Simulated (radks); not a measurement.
Polarisability of the nickel ion Ni+, [Ar] 3d9, at imaginary frequency. All-electron calculation, non-relativistic Kohn-Sham, LDA (Slater exchange, VWN5 correlation), spin-polarised, spherical densities, point nucleus; open shells are filled with parallel spins first. Program: a radial shooting solver on a logarithmic mesh with Libxc functionals. Response by self-consistent Sternheimer equations with the Hartree and adiabatic LDA kernel.

| w (hartree) | alpha1(iw) (bohr^3) |
|---|---|
| 0.00266 | 8.923 |
| 0.0143 | 8.908 |
| 0.0360 | 8.829 |
| 0.0697 | 8.588 |
| 0.118 | 8.057 |
| 0.186 | 7.166 |
| 0.280 | 6.010 |
| 0.413 | 4.799 |
| 0.605 | 3.682 |
| 0.892 | 2.699 |
| 1.35 | 1.851 |
| 2.12 | 1.146 |
| 3.59 | 0.6010 |
| 6.94 | 0.2351 |
| 17.5 | 0.05188 |

Static values: alpha1 = 8.923 bohr^3 (1.322 angstrom^3; uncoupled 11.99). C6 = 31.08, triple-dipole C9 = 177.5 atomic units. One-pole (London) frequency 4 C6 / (3 alpha1^2) = 0.520 hartree, against 0.475 for minus the highest occupied eigenvalue. The dipole shielding factor is 0.965, as the force sum rule N/Z = 0.964 demands.
